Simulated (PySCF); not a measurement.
SMILES c1([SiH2]CB)cccs1 (C5H9BSSi), GFN2-xTB optimised geometry.

```
17

B     -2.67    -2.80    -1.40
C     -1.71    -1.60    -1.45
Si    -0.51    -1.79     0.03
C      0.67    -0.33     0.00
C      2.03    -0.33     0.00
C      2.61     0.96     0.00
C      1.67     1.94     0.00
S      0.07     1.30     0.00
H     -2.40    -3.81    -1.93
H     -3.67    -2.74    -0.78
H     -1.09    -1.56    -2.35
H     -2.19    -0.63    -1.34
H      0.31    -3.00    -0.07
H     -1.24    -1.79     1.31
H      2.61    -1.24     0.00
H      3.67     1.15     0.00
H      1.81     3.00     0.00
```

Density from PBE/def2-SVP run with PySCF at that geometry.

Minimum of the electron density along straight lines between bonded atoms, close to the bond critical point (lines longer than 1.1 times the sum of covalent radii, or with two minima, are not listed):

```json
[
 {"bond": "B1–C2", "length / Å": "1.544", "ρ at the minimum / e bohr⁻³": "0.183", "∇²ρ there / e bohr⁻⁵": "-0.06", "position (fraction from the first atom)": "0.33"},
 {"bond": "C2–Si3", "length / Å": "1.916", "ρ at the minimum / e bohr⁻³": "0.103", "∇²ρ there / e bohr⁻⁵": "0.25", "position (fraction from the first atom)": "0.61"},
 {"bond": "Si3–C4", "length / Å": "1.878", "ρ at the minimum / e bohr⁻³": "0.110", "∇²ρ there / e bohr⁻⁵": "0.35", "position (fraction from the first atom)": "0.39"},
 {"bond": "C4–C5", "length / Å": "1.364", "ρ at the minimum / e bohr⁻³": "0.316", "∇²ρ there / e bohr⁻⁵": "-0.76", "position (fraction from the first atom)": "0.51"},
 {"bond": "C5–C6", "length / Å": "1.411", "ρ at the minimum / e bohr⁻³": "0.294", "∇²ρ there / e bohr⁻⁵": "-0.69", "position (fraction from the first atom)": "0.50"},
 {"bond": "C6–C7", "length / Å": "1.358", "ρ at the minimum / e bohr⁻³": "0.321", "∇²ρ there / e bohr⁻⁵": "-0.79", "position (fraction from the first atom)": "0.49"},
 {"bond": "C4–S8", "length / Å": "1.737", "ρ at the minimum / e bohr⁻³": "0.206", "∇²ρ there / e bohr⁻⁵": "-0.39", "position (fraction from the first atom)": "0.46"},
 {"bond": "C7–S8", "length / Å": "1.716", "ρ at the minimum / e bohr⁻³": "0.215", "∇²ρ there / e bohr⁻⁵": "-0.45", "position (fraction from the first atom)": "0.47"},
 {"bond": "B1–H9", "length / Å": "1.171", "ρ at the minimum / e bohr⁻³": "0.180", "∇²ρ there / e bohr⁻⁵": "-0.14", "position (fraction from the first atom)": "0.43"},
 {"bond": "B1–H10", "length / Å": "1.171", "ρ at the minimum / e bohr⁻³": "0.180", "∇²ρ there / e bohr⁻⁵": "-0.14", "position (fraction from the first atom)": "0.43"},
 {"bond": "C2–H11", "length / Å": "1.090", "ρ at the minimum / e bohr⁻³": "0.267", "∇²ρ there / e bohr⁻⁵": "-0.92", "position (fraction from the first atom)": "0.63"},
 {"bond": "C2–H12", "length / Å": "1.090", "ρ at the minimum / e bohr⁻³": "0.266", "∇²ρ there / e bohr⁻⁵": "-0.92", "position (fraction from the first atom)": "0.62"},
 {"bond": "Si3–H13", "length / Å": "1.468", "ρ at the minimum / e bohr⁻³": "0.117", "∇²ρ there / e bohr⁻⁵": "0.30", "position (fraction from the first atom)": "0.49"},
 {"bond": "Si3–H14", "length / Å": "1.469", "ρ at the minimum / e bohr⁻³": "0.117", "∇²ρ there / e bohr⁻⁵": "0.31", "position (fraction from the first atom)": "0.49"},
 {"bond": "C5–H15", "length / Å": "1.075", "ρ at the minimum / e bohr⁻³": "0.282", "∇²ρ there / e bohr⁻⁵": "-1.07", "position (fraction from the first atom)": "0.63"},
 {"bond": "C6–H16", "length / Å": "1.076", "ρ at the minimum / e bohr⁻³": "0.281", "∇²ρ there / e bohr⁻⁵": "-1.06", "position (fraction from the first atom)": "0.63"},
 {"bond": "C7–H17", "length / Å": "1.072", "ρ at the minimum / e bohr⁻³": "0.283", "∇²ρ there / e bohr⁻⁵": "-1.09", "position (fraction from the first atom)": "0.64"}
]
```
